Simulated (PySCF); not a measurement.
## Excitation energy of Lu²⁺ by level of theory

Lu²⁺ [Xe] 4f14 6s1 (2S) → Lu²⁺ [Xe] 4f14 5d1 (2D), as a difference of total energies. Computed with PySCF 2.14 in ANO-RCC-VTZP (8s7p5d3f2g1h, 104 functions), with scalar relativity by spin-free X2C-1e. Correlated levels: valence: [Kr] 4d10 frozen; valence and next inner shell: [Ar] 3d10 frozen. The calculations carry no spin-orbit coupling.

```csv
method,excitation energy (eV)
UHF,0.936
LDA,1.074
PBE,0.953
PBE0,0.825
r2SCAN,0.633
PW91,0.936
B3LYP,1.007
MP2 (valence),1.130
SCS-MP2 (valence),1.132
MP2 (valence and next inner shell),1.159
SCS-MP2 (valence and next inner shell),1.157
```

How much does correlation contribute at MP2 (valence and next inner shell)?

1.159 − (0.936) = 0.223 eV, measured against UHF.

A first-order spin-orbit estimate (lowest level to lowest level, LS coupling) adds -0.250 eV.
